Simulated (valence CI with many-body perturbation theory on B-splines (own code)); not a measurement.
## W⁵⁹⁺: electric-dipole lines

Method: relativistic CI+MBPT: five valence electrons over a frozen Dirac-Fock core [Ne], radial functions for each j: 11 s, 11 p, 10 d, 8 f, 5 g, 2 h, with the one-electron correlation potential Σ1 (screened to all orders), the two-electron term Σ2, the three-electron term Σ3, Breit, model QED; selected single and double excitations, second order for the rest, scaled by the run's own slope (own B-spline code, finite nucleus).

No measured spectrum was set against this ion. As an estimate, large intervals hold to a few tenths of a per cent, small ones and those within an open d or f shell to about a per cent. Among the levels kept, up to 3200 cm⁻¹ of a level comes from second order outside the variational space, and about a tenth of that is noise between levels of different J, which matters for small intervals.

Lines 1 to 50 of 549 in falling wavelength, among levels below 10938 × 10³ cm⁻¹, chosen from the strongest by gf and those to the six lowest levels. Wavelengths and rates use the calculated energies. Electric multipoles are in the length gauge, E1 and E2 with the static RPA response of the core. Weak lines are less certain than strong ones. Lines between different terms over intervals too small for the method are left out, as are lines whose strength nearly cancels. The highest levels of a list are the least certain.

Levels are named by their leading jj configuration (3d3/2^4 stands for four electrons in 3d with j = 3/2), which in mixed levels can hold well under half, so a name can repeat and another be missing. Letters in brackets count levels of one name in rising energy.

```
λ vac (Å)                               Upper                               Lower   A (s⁻¹)  log gf  Branch %
    100.4          (3s^2 3p1/2 3p3/2^2) J=5/2          (3s^2 3p1/2^2 3d3/2) J=3/2  5.59e+07   -3.30      43.2
    99.09      (3s 3p1/2 3p3/2 3d3/2^2) J=9/2          (3s^2 3p3/2 3d3/2^2) J=7/2  4.45e+09   -1.18       0.8
    95.55          (3s 3p1/2^2 3d3/2^2) J=5/2          (3s^2 3p1/2 3d3/2^2) J=3/2  5.90e+09   -1.31       7.2
    87.77      (3s 3p1/2^2 3p3/2 3d3/2) J=7/2  (3s^2 3p1/2 3p3/2 3d3/2) J=5/2 [b]  7.80e+09   -1.14      17.7
    85.65      (3s 3p1/2^2 3d3/2 3d5/2) J=9/2  (3s^2 3p1/2 3d3/2 3d5/2) J=7/2 [b]  1.37e+10   -0.82       3.9
    82.53      (3s 3p1/2 3p3/2^2 3d3/2) J=9/2          (3s^2 3p3/2^2 3d3/2) J=7/2  1.14e+10   -0.93       1.6
    77.53  (3s 3p1/2^2 3p3/2 3d5/2) J=7/2 [a]  (3s^2 3p1/2 3p3/2 3d5/2) J=7/2 [b]  7.00e+09   -1.30       2.0
    77.40      (3s 3p1/2^2 3p3/2 3d5/2) J=9/2      (3s^2 3p1/2 3p3/2 3d5/2) J=9/2  1.09e+10   -1.01      29.0
    76.93  (3s 3p1/2^2 3p3/2 3d5/2) J=7/2 [a]  (3s^2 3p1/2 3p3/2 3d5/2) J=5/2 [b]  1.03e+10   -1.13       3.0
    76.24          (3s 3p1/2^2 3p3/2^2) J=5/2          (3s^2 3p1/2 3p3/2^2) J=5/2  9.87e+09   -1.29       2.8
    74.43          (3s 3p1/2^2 3d3/2^2) J=3/2          (3s^2 3p1/2 3d3/2^2) J=5/2  1.63e+10   -1.27      14.2
    74.32     (3s 3p1/2 3p3/2^2 3d5/2) J=11/2          (3s^2 3p3/2^2 3d5/2) J=9/2  2.07e+10   -0.69       5.5
    73.06          (3s 3p1/2^2 3d5/2^2) J=9/2          (3s^2 3p1/2 3d5/2^2) J=9/2  1.77e+10   -0.85       3.7
    72.82  (3s 3p1/2 3p3/2^2 3d5/2) J=7/2 [e]      (3s^2 3p3/2^2 3d5/2) J=5/2 [b]  1.92e+10   -0.91       0.9
    72.72  (3s 3p1/2^2 3d3/2 3d5/2) J=7/2 [a]  (3s^2 3p1/2 3d3/2 3d5/2) J=5/2 [a]  1.19e+10   -1.12       4.3
    72.65  (3s 3p1/2 3p3/2^2 3d5/2) J=9/2 [b]          (3s^2 3p3/2^2 3d5/2) J=7/2  2.04e+10   -0.79       3.8
    72.52      (3s 3p1/2^2 3p3/2 3d3/2) J=7/2      (3s^2 3p1/2 3p3/2 3d3/2) J=7/2  1.46e+10   -1.04      33.1
    72.43          (3s 3p1/2^2 3d5/2^2) J=9/2          (3s^2 3p1/2 3d5/2^2) J=7/2  3.52e+10   -0.56       7.3
    71.81  (3s 3p1/2^2 3p3/2 3d3/2) J=5/2 [a]  (3s^2 3p1/2 3p3/2 3d3/2) J=5/2 [a]  1.47e+10   -1.17      34.5
    71.63  (3s 3p1/2^2 3d3/2 3d5/2) J=3/2 [a]      (3s^2 3p1/2 3d3/2 3d5/2) J=1/2  1.64e+10   -1.30       5.0
    71.62      (3s 3p1/2^2 3p3/2 3d5/2) J=9/2  (3s^2 3p1/2 3p3/2 3d5/2) J=7/2 [a]  2.64e+10   -0.69      70.2
    71.44          (3s 3p1/2^2 3d5/2^2) J=5/2          (3s^2 3p1/2 3d5/2^2) J=5/2  2.38e+10   -0.96       4.1
    71.30  (3s 3p1/2^2 3p3/2 3d5/2) J=5/2 [a]  (3s^2 3p1/2 3p3/2 3d5/2) J=5/2 [a]  1.64e+10   -1.12       4.0
    71.16          (3s 3p1/2^2 3d5/2^2) J=5/2          (3s^2 3p1/2 3d5/2^2) J=3/2  2.93e+10   -0.87       5.1
    71.09          (3s 3p1/2^2 3p3/2^2) J=5/2          (3s^2 3p1/2 3p3/2^2) J=3/2  1.57e+10   -1.15       4.5
    71.04            (3s 3p1/2 3p3/2^3) J=5/2                (3s^2 3p3/2^3) J=3/2  1.66e+10   -1.12       1.4
    71.03  (3s 3p1/2^2 3d3/2 3d5/2) J=7/2 [a]  (3s^2 3p1/2 3d3/2 3d5/2) J=7/2 [a]  2.12e+10   -0.89       7.7
    70.80       (3p1/2^2 3p3/2^2 3d3/2) J=7/2  (3s 3p1/2 3p3/2^2 3d3/2) J=7/2 [c]  2.07e+10   -0.90       0.9
    70.74  (3s 3p1/2^2 3d3/2 3d5/2) J=5/2 [a]  (3s^2 3p1/2 3d3/2 3d5/2) J=5/2 [a]  1.53e+10   -1.16       5.1
    70.71  (3s 3p1/2^2 3d3/2 3d5/2) J=3/2 [a]  (3s^2 3p1/2 3d3/2 3d5/2) J=3/2 [a]  1.65e+10   -1.31       5.0
    70.11          (3s 3p1/2^2 3d3/2^2) J=5/2          (3s^2 3p1/2 3d3/2^2) J=5/2  2.16e+10   -1.02      26.2
    69.88  (3s 3p1/2^2 3p3/2 3d5/2) J=5/2 [a]  (3s^2 3p1/2 3p3/2 3d5/2) J=3/2 [a]  2.34e+10   -0.99       5.6
    69.55  (3s 3p1/2^2 3p3/2 3d5/2) J=7/2 [b]  (3s^2 3p1/2 3p3/2 3d5/2) J=5/2 [b]  9.98e+09   -1.24       0.8
    69.41          (3s 3p1/2^2 3d5/2^2) J=1/2          (3s^2 3p1/2 3d5/2^2) J=1/2  5.50e+10   -1.10       8.0
    69.29          (3s 3p1/2^2 3p3/2^2) J=1/2          (3s^2 3p1/2 3p3/2^2) J=1/2  3.42e+10   -1.31       5.0
    69.14  (3s 3p1/2^2 3d3/2 3d5/2) J=5/2 [a]  (3s^2 3p1/2 3d3/2 3d5/2) J=7/2 [a]  1.61e+10   -1.16       5.4
    69.09      (3s 3p1/2^2 3d3/2 3d5/2) J=9/2      (3s^2 3p1/2 3d3/2 3d5/2) J=9/2  2.15e+10   -0.81       6.1
    68.97  (3s 3p1/2 3p3/2^2 3d3/2) J=5/2 [c]          (3s^2 3p3/2^2 3d3/2) J=5/2  1.17e+10   -1.30       0.4
    68.66  (3s 3p1/2^2 3p3/2 3d5/2) J=3/2 [b]      (3s^2 3p1/2 3p3/2 3d5/2) J=1/2  2.17e+10   -1.21       1.8
    68.03  (3s 3p1/2 3p3/2^2 3d3/2) J=7/2 [c]          (3s^2 3p3/2^2 3d3/2) J=7/2  2.18e+10   -0.92       0.6
    67.78  (3s 3p1/2^2 3p3/2 3d5/2) J=3/2 [a]  (3s^2 3p1/2 3p3/2 3d5/2) J=5/2 [a]  2.36e+10   -1.19       3.1
    67.57  (3s 3p1/2 3p3/2^2 3d5/2) J=7/2 [d]      (3s^2 3p3/2^2 3d5/2) J=5/2 [a]  2.14e+10   -0.93       0.7
    67.22  (3s 3p1/2^2 3p3/2 3d5/2) J=3/2 [b]  (3s^2 3p1/2 3p3/2 3d5/2) J=3/2 [b]  2.73e+10   -1.13       2.3
    67.14  (3s 3p1/2^2 3d3/2 3d5/2) J=5/2 [b]  (3s^2 3p1/2 3d3/2 3d5/2) J=3/2 [a]  1.26e+10   -1.29       3.7
    66.83          (3s 3p1/2^2 3d5/2^2) J=3/2          (3s^2 3p1/2 3d5/2^2) J=5/2  4.35e+10   -0.93       7.3
    66.14  (3s 3p1/2 3p3/2^2 3d5/2) J=3/2 [c]      (3s^2 3p3/2^2 3d5/2) J=5/2 [a]  1.90e+10   -1.30       1.2
    66.02  (3s 3p1/2^2 3d3/2 3d5/2) J=7/2 [b]      (3s^2 3p1/2 3d3/2 3d5/2) J=9/2  3.91e+10   -0.69      11.4
    65.79          (3s 3p1/2^2 3d5/2^2) J=7/2          (3s^2 3p1/2 3d5/2^2) J=9/2  4.14e+10   -0.67       8.0
    65.57       (3p1/2^2 3p3/2^2 3d3/2) J=3/2  (3s 3p1/2 3p3/2^2 3d3/2) J=5/2 [d]  2.09e+10   -1.27       1.0
    65.34  (3s 3p1/2 3p3/2^2 3d5/2) J=3/2 [d]          (3s^2 3p3/2^2 3d5/2) J=3/2  2.04e+10   -1.28       0.5
```

Task: How does gf follow from A for the line at 76.93 Å?

Result: gf = 1.4992 × (2J+1)_upper × A / σ², with σ = 1299951 cm⁻¹ and 2J+1 = 8: gf = 0.0734.
